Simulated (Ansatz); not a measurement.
Ti₂S₃, relaxed as a singlet with RKS PBE-D4/def2-SVP in Ansatz, starting from the GFN2-xTB geometry. Force threshold 0.02 eV/Å.

The restricted singlet is unstable towards broken spin symmetry in Hartree–Fock (as tested in another run); at PBE-D4/def2-SVP this wasn't settled. The structure comes from a short search, and lower isomers may exist.

Start:

```xyz
5

Ti   -0.224   -0.891    0.944
Ti   -0.206    1.029   -1.013
S    -0.243    0.404    2.732
S     1.899   -0.550    0.023
S    -1.227    0.008   -2.686
```

```json
{"step": "1", "energy (eV)": "-78697.5507", "largest force component (eV/Å)": "2.480", "SCF passes": "49"}
{"step": "2", "energy (eV)": "-78698.6361", "largest force component (eV/Å)": "1.093", "SCF passes": "32"}
{"step": "3", "energy (eV)": "-78698.9779", "largest force component (eV/Å)": "0.650", "SCF passes": "32"}
{"step": "4", "energy (eV)": "-78699.2783", "largest force component (eV/Å)": "0.522", "SCF passes": "30"}
{"step": "5", "energy (eV)": "-78699.7005", "largest force component (eV/Å)": "0.738", "SCF passes": "31"}
{"step": "6", "energy (eV)": "-78700.2839", "largest force component (eV/Å)": "0.905", "SCF passes": "31"}
{"step": "7", "energy (eV)": "-78700.9719", "largest force component (eV/Å)": "0.788", "SCF passes": "28"}
{"step": "8", "energy (eV)": "-78701.0684", "largest force component (eV/Å)": "1.411", "SCF passes": "35"}
{"step": "9", "energy (eV)": "-78701.2014", "largest force component (eV/Å)": "0.050", "SCF passes": "30"}
{"step": "10", "energy (eV)": "-78701.2015", "largest force component (eV/Å)": "0.014", "SCF passes": "25"}
```

Force components are those of the run's own axes.

End:

```xyz
5

Ti   -0.233   -1.067    0.335
Ti    0.233    1.067   -0.335
S    -0.626    0.689    1.759
S     1.911   -0.497   -0.251
S    -1.285   -0.193   -1.507
```

Bonds formed: Ti1–S5, Ti2–S3 (atoms count from 1).

No frequencies were taken in this run, so the end may be a saddle point.

Run time 46 s (4 threads of Intel Xeon on a shared host).
